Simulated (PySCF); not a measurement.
**Antimony: a sound run and one with changed settings**

Sound run: Sb²⁺ [Kr] 4d10 5s2 5p1, Sb³⁺ [Kr] 4d10 5s2. Calculation: PySCF 2.14, in cc-pVTZ-PP with ECP28MDF (5s4p3d1f, 39 functions); a scalar-relativistic core potential. In the sound run the correlated levels freeze 4s2 4p6 4d10 outside the core potential. The sound run starts from symmetry-adapted Hartree-Fock orbitals and uses a fine grid where one is needed.

Changed run: all electrons correlated in a basis built for the valence shell.

```json
{"species": "Sb²⁺", "method": "MP2", "sound run (hartree)": "-238.40763", "changed run (hartree)": "-238.48891", "converged": "yes"}
{"species": "Sb³⁺", "method": "MP2", "sound run (hartree)": "-237.51287", "changed run (hartree)": "-237.58932", "converged": "yes"}
```

Ionisation energy of Sb²⁺:

```
 method  sound run (eV)  changed run (eV)
    UHF          24.128            24.128
    MP2          24.348            24.479
SCS-MP2          24.339            24.425
```

A valence basis has no tight correlating functions, so it recovers only part of the core correlation, and not evenly between atom and ion.

For comparison, NIST gives 25.323 eV between the lowest levels.
